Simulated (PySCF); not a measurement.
# Computed records: AlClH₃OSi, BClH₄Si₂, BClHNSi

Calculation on a computer-drawn molecule: the log of a Hartree-Fock and frozen-core CCSD(T) single point meant for a local Hartree-Fock minimum, with one planted fault or none, to be diagnosed. Offsets are logged minus clean, where the clean run is the same molecule without the fault. The reference is restricted for singlets and unrestricted otherwise, and also for a bond in bohr or an excited solution. Adding or removing an electron swaps singlet and doublet. The excited solution moves the top pair (singlet) or top alpha electron (doublet) to the lowest empty orbital. Highest occupied and lowest empty are orbital energies over both spins, largest force is the largest gradient component, triples share is (T) over the correlation energy, the T1 limit is 0.02 restricted and 0.045 unrestricted, electrons count all cores, a negative frequency is imaginary (commonest isotopes), and the dipole is about the centre of nuclear charge. Program: PySCF 2.14.0.

Common to all runs: meant multiplicity 1; meant basis cc-pV(D+d)Z; logged SCF converged yes; logged CC converged yes; logged SCF stable within its kind yes; possible faults no fault, one electron removed, one electron added, multiplicity raised by two, geometry at a saddle point, SCF held on an excited solution, minimal basis STO-3G, one bond length entered in bohr, all coordinates scaled.

(1) 
```xyz
7
formula=AlClH3OSi meant_charge=1 logged_electrons=54 logged_basis_functions=98 logged_spin_squared=1.0105 logged_highest_occupied=-16.159 logged_lowest_empty=-6.5194 logged_largest_force=0.015144 logged_T1_diagnostic=0.019808 logged_D1_diagnostic=0.082581 logged_triples_share=0.02264 logged_dipole_magnitude=1.416 logged_energy_HF=-1066.73176 logged_energy_CCSD(T)=-1067.20009 planted_fault=one_bond_length_entered_in_bohr,row_2_of_the_drawn_bonds HF_energy_offset_from_clean_run=80.89 CCSD(T)_energy_offset_from_clean_run=106.8
Si     1.5384    -0.5084     1.5895
O      0.4899    -1.8454     1.8631
Al    -1.3501    -4.1930     2.3429
Cl    -2.5717    -5.7524     2.6596
H      2.6952    -0.7260     2.4648
H      1.8814    -0.5585     0.1641
H      0.7633     0.6837     1.9503
```

Units: logged_highest_occupied, logged_lowest_empty in eV; logged_largest_force in hartree/bohr; logged_dipole_magnitude in debye; logged_energy_HF, logged_energy_CCSD(T) in hartree; HF_energy_offset_from_clean_run, CCSD(T)_energy_offset_from_clean_run in kcal/mol.

Drawn bonds:
```
atom  other atom  order
   1           2      1
   2           3      1
   3           4      1
   1           5      1
   1           6      1
   1           7      1
```

(2) 
```xyz
8
formula=BClH4Si2 meant_charge=0 logged_electrons=54 logged_basis_functions=36 logged_spin_squared=0 logged_highest_occupied=-6.2419 logged_lowest_empty=5.3836 logged_largest_force=0.028542 logged_T1_diagnostic=0.014082 logged_D1_diagnostic=0.059968 logged_triples_share=0.017756 logged_dipole_magnitude=2.2082 logged_energy_HF=-1052.44368 logged_energy_CCSD(T)=-1052.60479 planted_fault=minimal_basis_STO-3G HF_energy_offset_from_clean_run=7468 CCSD(T)_energy_offset_from_clean_run=7669
Si     0.1935    -3.3760    -1.6497
B      0.2028    -1.4114    -1.1309
Si    -1.2809    -0.3494    -0.1944
Cl     1.6720    -0.4950    -1.5835
H      0.7605    -3.7586    -0.2942
H     -0.7377     0.2936     1.0262
H     -2.4131    -1.2279     0.1951
H     -1.7935     0.6969    -1.1129
```

Units: logged_highest_occupied, logged_lowest_empty in eV; logged_largest_force in hartree/bohr; logged_dipole_magnitude in debye; logged_energy_HF, logged_energy_CCSD(T) in hartree; HF_energy_offset_from_clean_run, CCSD(T)_energy_offset_from_clean_run in kcal/mol.

Drawn bonds:
```
atom  other atom  order
   1           2      1
   2           3      1
   2           4      1
   1           5      1
   3           6      1
   3           7      1
   3           8      1
```

(3) 
```xyz
5
formula=BClHNSi meant_charge=0 logged_electrons=44 logged_basis_functions=29 logged_spin_squared=0 logged_highest_occupied=-6.2587 logged_lowest_empty=5.3551 logged_largest_force=0.076808 logged_T1_diagnostic=0.015672 logged_D1_diagnostic=0.047175 logged_triples_share=0.035178 logged_dipole_magnitude=1.6926 logged_energy_HF=-818.89832 logged_energy_CCSD(T)=-819.08422
Si    -0.4771    -0.0864     1.1080
N      0.7327    -1.2780     1.3484
B      1.6830    -2.0313     1.6419
Cl     2.9725    -3.0643     2.0340
H     -1.2819    -0.8235     0.0454
```

Units: logged_highest_occupied, logged_lowest_empty in eV; logged_largest_force in hartree/bohr; logged_dipole_magnitude in debye; logged_energy_HF, logged_energy_CCSD(T) in hartree.

Drawn bonds:
```
atom  other atom  order
   1           2      1
   2           3      2
   3           4      1
   1           5      1
```

To be estimated
1. Which fault was planted in the run of BClHNSi (entry 3)?

Calculated values
1. minimal basis STO-3G

Further results for BClHNSi (entry 3):

```
HF energy offset from clean run      : 5831 kcal/mol
CCSD(T) energy offset from clean run : 6030 kcal/mol
```
